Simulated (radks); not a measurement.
All-electron atom: neutral thallium in [Hg] 6p1.

All-electron calculation, scalar-relativistic Kohn-Sham, r2SCAN, spin-polarised, spherical densities, finite nucleus; open shells are filled with parallel spins first (spin-orbit coupling, left out, can overturn this in heavy ions); meta-GGA in the generalised Kohn-Sham scheme; Fermi nuclear charge, rms radius 5.4759 fm; hard spherical wall at 7 bohr. Program: a radial shooting solver on a logarithmic mesh with Libxc functionals.

Energy parts (hartree):
| part | energy |
|---|---|
| total | -20243.0390 |
| kinetic | 22787.5949 |
| electron-nucleus | -50475.4297 |
| Hartree | 7823.7339 |
| exchange-correlation | -378.9381 |

Orbitals (lengths in bohr, moments of r in powers of bohr; <r^-3> diverges for s and p1/2; r(max) is where P^2 peaks):
orbital  occ.  eigenvalue (hartree)   r(max)   <r^-3>
1s up       1             -3148.909  0.01003        -
1s down     1             -3148.909  0.01003        -
2s down     1             -561.7417  0.05812        -
2s up       1             -561.7415  0.05812        -
2p up       3             -483.1599  0.04832    28150
2p down     3             -483.1598  0.04832    28150
3s up       1             -134.4922   0.1638        -
3s down     1             -134.4921   0.1638        -
3p up       3             -111.7762   0.1637     6517
3p down     3             -111.7760   0.1637     6517
3d up       5             -88.16345   0.1335    794.8
3d down     5             -88.16335   0.1335    794.8
4s up       1             -30.25113   0.3689        -
4s down     1             -30.25087   0.3689        -
4p up       3             -22.77313   0.3888     1586
4p down     3             -22.77284   0.3888     1586
4d up       5             -13.95388   0.3954    170.9
4d down     5             -13.95355   0.3954    170.9
5s up       1              -4.88351   0.8090        -
5s down     1              -4.88271   0.8090        -
4f up       7              -4.21360   0.3590    34.09
4f down     7              -4.21319   0.3590    34.09
5p up       3              -2.84589   0.9046    281.8
5p down     3              -2.84587   0.9048    281.6
5d up       5              -0.56440    1.113    18.17
5d down     5              -0.56149    1.113    18.34
6s up       1              -0.35556    2.100        -
6s down     1              -0.32530    2.067        -
6p up       1              -0.07118    2.850    17.88
6p down     0              -0.02475    2.773    19.76
7s up       0               0.19383    4.738        -
6d up       0               0.21349    4.223    1.647
7s down     0               0.24221    4.669        -
6d down     0               0.26827    4.153    1.637
5f up       0               0.38580    4.509  0.05182
5f down     0               0.44057    4.401  0.06077

The highest occupied level is 6p up at -1.937 eV. The pressure on the wall is 0.708 GPa. The electron density at the nucleus is 2.719e+06 e/bohr^3 (large components only).
